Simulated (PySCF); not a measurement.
SiCl2Br2, SMILES Cl[Si](Br)(Br)Cl. Atoms are numbered in the order given.

```xyz
5

Cl     0.0000    -1.6605     1.5922
Si     0.0000     0.0000     0.4059
Cl     0.0000     1.6605     1.5922
Br     1.7978     0.0000    -0.8545
Br    -1.7978     0.0000    -0.8545
```

Geometry: PBE0-D3(BJ)/def2-SVP.

Method: PySCF with B3LYP/pcSseg-1.

GIAO shieldings, no solvent; atoms alike by connectivity are averaged. δ = σ(ref) − σ: ³⁵Cl against HCl (σ = 933.3 ppm); ²⁹Si against TMS (σ = 338.7 ppm), references at their B3LYP-D3(BJ)/def2-TZVP geometries, non-relativistic (without spin–orbit terms, shifts of atoms bonded to Cl or Br come out too high).

```csv
nucleus,atoms,count,δ (ppm)
³⁵Cl,"Cl1, Cl3",2,240.3
²⁹Si,Si2,1,45.3
```
